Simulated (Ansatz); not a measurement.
Results of the Gaussian-basis code of Ansatz.

Basis-set series for BBrH4O2Si (`OB(Br)O[SiH3]`). Total charge 0; spin multiplicity 1. The geometry is a stationary point of PBE0-D4/def2-TZVP. It is one conformer, not always the lowest.

```
functional       basis  functions  energy (Eh)  HOMO (eV)  LUMO (eV)
   PBE0-D4    def2-SVP        112  -3040.38386      -8.43       0.60
   PBE0-D4  def2-QZVPP        450  -3041.08339      -8.58      -0.16
   ωB97M-V    def2-SVP        112  -3040.77319     -10.67       2.51
   ωB97M-V  def2-QZVPP        450  -3041.47268     -10.85       1.18
```

(1) Give the rows for def2-TZVPP. (Best estimate.)

Answers

(1) The calculation gave: 
```tsv
functional	basis	functions	energy (Eh)	HOMO (eV)	LUMO (eV)
PBE0-D4	def2-TZVPP	239	-3041.01045	-8.56	0.00
ωB97M-V	def2-TZVPP	239	-3041.40326	-10.83	1.58
```

Positive LUMOs are unbound and depend on the basis. Scalar relativity is left out up to krypton.
